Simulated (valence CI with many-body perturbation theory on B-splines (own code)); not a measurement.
# Os⁶³⁺: calculated level list

Method: relativistic CI+MBPT: three valence electrons over a frozen Dirac-Fock core [Ne], a basis of 11 s, 11 p, 10 d, 8 f, 5 g, 2 h functions for each j, with the one-electron correlation potential Σ1, the two-electron term Σ2, the three-electron term Σ3, Breit, model QED; selected CI, second order for the rest, scaled by the run's own slope (own B-spline code, finite nucleus).

The last digits are not significant, and no measured levels were compared; by estimate large intervals hold to a few tenths of a per cent, small ones and those within an open d or f shell to about a per cent.

Levels 91 to 135 of 157, with energies above the lowest level, (3s^2 3p1/2) J=1/2. "Leading %" is the weight of the configuration and term that name the level; weights of strongly mixed levels are sums over their largest components and can fall short. In the jj column 3d3/2^4 stands for four electrons in 3d with j = 3/2. Lifetimes count E1, E2, E3, M1 and M2 decay at the calculated energies, and are blank where another channel may lead or the interval is too uncertain; long ones can be off by a factor of two.

```tsv
No.	Configuration	Term	J	E (Ry)	Leading %	Leading jj	Lifetime
91	3p2 3d	4P	1/2	134.17	46	3p3/2^2 3d3/2 (97 %)	144 fs
92	3p2 3d	2F	7/2	134.30	45	3p3/2^2 3d3/2 (98 %)	158 fs
93	3p2 3d	2D	3/2	135.78	69	3p3/2^2 3d3/2 (98 %)	154 fs
94	3p 3d2	2P°	1/2	136.03	72	3p1/2 3d5/2^2 (98 %)	1.25 ps
95	3p2 3d	4F	9/2	139.32	63	3p3/2^2 3d5/2 (100 %)	229 fs
96	3p2 3d	2F	7/2	139.35	51	3p3/2^2 3d5/2 (99 %)	217 fs
97	3p2 3d	2P	1/2	140.40	57	3p3/2^2 3d5/2 (98 %)	196 fs
98	3p2 3d	2D	5/2	141.70	75	3p3/2^2 3d5/2 (99 %)	215 fs
99	3p2 3d	2P	3/2	142.54	45	3p3/2^2 3d5/2 (97 %)	188 fs
100	3p2 3d	2D	5/2	142.78	52	3p3/2^2 3d5/2 (96 %)	192 fs
101	3p 3d2	4F°	3/2	149.29	31	3p3/2 3d3/2^2 (99 %)	155 fs
102	3p 3d2	4F°	5/2	149.84	36	3p3/2 3d3/2^2 (96 %)	163 fs
103	3p 3d2	4D°	1/2	149.94	73	3p3/2 3d3/2^2 (99 %)	154 fs
104	3p 3d2	2G°	7/2	149.95	34	3p3/2 3d3/2^2 (97 %)	169 fs
105	3p 3d2	2P°	3/2	151.89	31	3p3/2 3d3/2^2 (94 %)	155 fs
106	3p 3d2	4G°	9/2	154.83	57	3p3/2 3d3/2 3d5/2 (99 %)	250 fs
107	3p 3d2	4F°	7/2	155.24	32	3p3/2 3d3/2 3d5/2 (99 %)	234 fs
108	3p 3d2	2H°	11/2	156.02	60	3p3/2 3d3/2 3d5/2 (95 %)	287 fs
109	3p 3d2	4P°	5/2	156.16	47	3p3/2 3d3/2 3d5/2 (99 %)	229 fs
110	3p 3d2	2S°	1/2	156.25	44	3p3/2 3d3/2 3d5/2 (99 %)	214 fs
111	3p 3d2	4D°	3/2	156.31	45	3p3/2 3d3/2 3d5/2 (98 %)	213 fs
112	3p 3d2	2F°	5/2	156.34	46	3p3/2 3d3/2 3d5/2 (99 %)	220 fs
113	3p 3d2	2G°	7/2	156.72	37	3p3/2 3d3/2 3d5/2 (98 %)	239 fs
114	3p 3d2	2G°	7/2	157.63	39	3p3/2 3d3/2 3d5/2 (94 %)	222 fs
115	3p 3d2	2D°	5/2	157.85	55	3p3/2 3d3/2 3d5/2 (95 %)	211 fs
116	3p 3d2	2P°	3/2	158.08	40	3p3/2 3d3/2 3d5/2 (96 %)	204 fs
117	3p 3d2	2G°	9/2	158.14	74	3p3/2 3d3/2 3d5/2 (98 %)	235 fs
118	3p 3d2	2D°	3/2	158.83	54	3p3/2 3d3/2 3d5/2 (96 %)	209 fs
119	3p 3d2	2F°	5/2	159.20	66	3p3/2 3d3/2 3d5/2 (97 %)	217 fs
120	3p 3d2	2P°	1/2	159.59	77	3p3/2 3d3/2 3d5/2 (95 %)	206 fs
121	3p 3d2	4G°	11/2	161.66	60	3p3/2 3d5/2^2 (95 %)	466 fs
122	3p 3d2	2D°	5/2	162.52	46	3p3/2 3d5/2^2 (96 %)	378 fs
123	3p 3d2	2F°	7/2	162.65	50	3p3/2 3d5/2^2 (98 %)	411 fs
124	3p 3d2	4F°	9/2	162.88	53	3p3/2 3d5/2^2 (99 %)	377 fs
125	3p 3d2	2P°	1/2	164.12	70	3p3/2 3d5/2^2 (96 %)	333 fs
126	3p 3d2	2F°	7/2	165.25	54	3p3/2 3d5/2^2 (97 %)	326 fs
127	3p 3d2	2P°	3/2	165.46	70	3p3/2 3d5/2^2 (99 %)	368 fs
128	3p 3d2	2D°	5/2	165.49	61	3p3/2 3d5/2^2 (99 %)	324 fs
129	3d3	4F	3/2	166.55	44	3d3/2^3 (98 %)	162 fs
130	3p 3d2	2P°	3/2	166.67	52	3p3/2 3d5/2^2 (96 %)	302 fs
131	3d3	4F	5/2	172.54	81	3d3/2^2 3d5/2 (99 %)	230 fs
132	3d3	4P	3/2	173.11	38	3d3/2^2 3d5/2 (99 %)	222 fs
133	3d3	2H	9/2	173.25	48	3d3/2^2 3d5/2 (100 %)	257 fs
134	3d3	2G	7/2	173.34	50	3d3/2^2 3d5/2 (98 %)	243 fs
135	3d3	4P	1/2	173.59	57	3d3/2^2 3d5/2 (100 %)	218 fs
```
